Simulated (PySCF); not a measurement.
C₅H₁₁O, SMILES C[CH]CC(C)O, multiplicity 2. The structure is a stationary point at B3LYP-D3(BJ)/def2-SVP. The isomer is the one that the SMILES or the coordinates give; other isomers of the formula were not compared. Other conformers were not sampled.

Computed equilibrium geometry at B3LYP-D3(BJ)/def2-SVP (PySCF confirms it by a frequency run) as a Z-matrix (one conformer of several):
```
C
H 1 1.1108
O 1 1.4194 2 110.03
H 3 0.9656 1 108.10 2 -61.96
C 1 1.5257 2 108.63 3 -122.10
H 5 1.1017 1 110.19 2 -179.56
H 5 1.1017 6 108.59 1 -122.24
H 5 1.1034 6 108.05 7 -116.39
C 1 1.5404 2 107.79 3 116.11
H 9 1.1031 1 107.54 2 176.62
H 9 1.1070 10 107.29 1 114.85
C 9 1.4929 10 110.42 11 120.23
H 12 1.0940 9 118.21 10 26.64
C 12 1.4896 13 118.31 9 -163.10
H 14 1.1024 12 112.08 13 -38.06
H 14 1.1046 15 108.13 12 123.71
H 14 1.1117 15 106.25 16 113.82
```
Charge 0, spin multiplicity 2.
